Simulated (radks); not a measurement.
Results of a calculation; reference values are marked as such.
Q: The mean radii <r> (bohr) of the occupied orbitals of an atom or ion are listed with their occupations. Code: a radial shooting solver on a logarithmic mesh with Libxc functionals. Model: Dirac Kohn-Sham, BLYP, spin-unpolarised, spherical densities, finite nucleus; Fermi nuclear charge, rms radius of each element as measured or else 0.836 A^(1/3) + 0.57 fm.

orbital  occ.      <r>
1s1/2       2  0.01579
2s1/2       2  0.06543
2p1/2       2  0.05358
2p3/2       4  0.06246
3s1/2       2   0.1633
3p1/2       2   0.1533
3p3/2       4   0.1674
3d3/2       4   0.1437

Name the element and its charge. Open shells, if any, fill j = l - 1/2 first.

A: Z = 83, bismuth, charge +61: Bi61+ in [Ar] 3d4. The 1s radius gives Z: for a bare nucleus <r> = (2 gamma + 1)/(2Z) with gamma = sqrt(1 - (Z/c)^2), 0.01561 bohr for Z = 83, and screening makes it slightly larger (0.01579 here). The occupations add up to 22, and the charge is Z minus that.
